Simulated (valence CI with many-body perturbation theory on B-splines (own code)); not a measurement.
Values are calculated unless marked as measured or tabulated.
## Ladder of approximations for Ga16+

Method: valence CI with perturbative core correlation (CI+MBPT): five valence electrons over a frozen Dirac-Fock core [Ne], a basis of 9 s, 9 p, 8 d, 6 f, 3 g, 1 h functions for each j, with the one-electron correlation potential Σ1, the two-electron term Σ2, the three-electron term Σ3, Breit, model QED; selected CI, second order for the rest (own B-spline code, finite nucleus).

No measured spectrum was set against this ion. As an estimate, levels of excited configurations hold to 0.05 to 0.15 % of their energy, terms of the ground configuration to about 0.5 %. Among the levels kept, up to 460 cm⁻¹ of a level comes from second order outside the variational space, and about a tenth of that is noise between levels of different J, which matters for small intervals.

Each rung adds one term. CI alone is the Dirac-Coulomb CI over the frozen core; QED comes last and gives the full result, which names the levels. Energies are above 3s²3p³ ⁴S°_3/2 on the same rung, in cm⁻¹.

Names give the largest LS component (configuration and term), which can be under half, so a name can repeat, a term be missing and a line seem to break the LS rules; names also repeat where a configuration has a term twice. Letters in brackets count levels of one name in rising energy.

```
              Level  CI alone    + Σ1    + Σ2    + Σ3  + Breit    Full
     3s²3p³ ²D°_3/2     53754   53797   53456   53251    53237   53242
     3s²3p³ ²D°_5/2     68898   69005   68704   68509    67916   67963
     3s²3p³ ²P°_1/2    106094  106208  105680  105309   104937  104970
     3s²3p³ ²P°_3/2    130634  130880  130529  130214   128994  129106
       3s3p⁴ ⁴P_5/2    384555  383759  384003  384386   384511  383445
       3s3p⁴ ⁴P_3/2    409578  408872  409214  409598   409311  408312
       3s3p⁴ ⁴P_1/2    418206  417516  417822  418184   417817  416828
       3s3p⁴ ²D_3/2    478117  477410  476834  477078   476812  475919
       3s3p⁴ ²D_5/2    486667  486022  485558  485814   485068  484183
3s²3p²3d ²P_3/2 [a]    544093  543412  541939  542011   541123  540574
   3s3p⁴ ²S_1/2 [a]    550139  549473  547756  547718   547286  546522
    3s²3p²3d ⁴F_3/2    576059  575229  574020  573514   572823  572721
    3s²3p²3d ⁴F_5/2    586576  585822  584655  584148   582998  582937
   3s3p⁴ ²S_1/2 [b]    588364  587825  586513  586394   585065  584460
    3s²3p²3d ⁴F_7/2    602847  602188  601108  600623   598837  598827
3s²3p²3d ²F_5/2 [a]    604034  603283  602031  601509   600172  600124
3s²3p²3d ²F_7/2 [a]    615673  614994  613769  613244   611494  611472
    3s²3p²3d ⁴D_1/2    616991  616313  614984  614491   613126  613028
    3s²3p²3d ⁴D_3/2    618130  617434  616118  615570   614141  614086
    3s²3p²3d ⁴F_9/2    619814  619236  618183  617669   615237  615260
    3s²3p²3d ⁴D_5/2    629933  629314  628064  627507   625539  625538
    3s²3p²3d ⁴D_7/2    654818  654315  653205  652658   649967  650031
    3s²3p²3d ²G_7/2    683867  683262  681897  680961   678982  678992
3s²3p²3d ²P_3/2 [b]    689650  688962  683618  682719   681906  681347
    3s²3p²3d ²G_9/2    694567  694075  692816  691880   689313  689358
    3s²3p²3d ⁴P_5/2    702246  701562  696581  695379   693813  693680
    3s²3p²3d ⁴P_3/2    710111  709417  704790  703576   702139  702015
    3s²3p²3d ⁴P_1/2    713518  712834  707946  706809   705470  705270
3s²3p²3d ²P_1/2 [a]    725601  725007  719803  718868   717249  716886
3s²3p²3d ²D_3/2 [a]    723392  722764  720340  719025   717463  717403
3s²3p²3d ²D_5/2 [a]    747951  747385  743391  742057   740070  739958
```

Problem. How does the ionisation energy move along the ladder, and which term matters most?

Solution. CI alone 593.83, + Σ1 594.50, + Σ2 594.40, + Σ3 594.15, + Breit 594.01, + QED 594.01 eV. The largest step is Σ1, 0.67 eV. NIST lists 599.8 ± 1.4 eV (semi-empirical), further off than its uncertainty and the later steps.
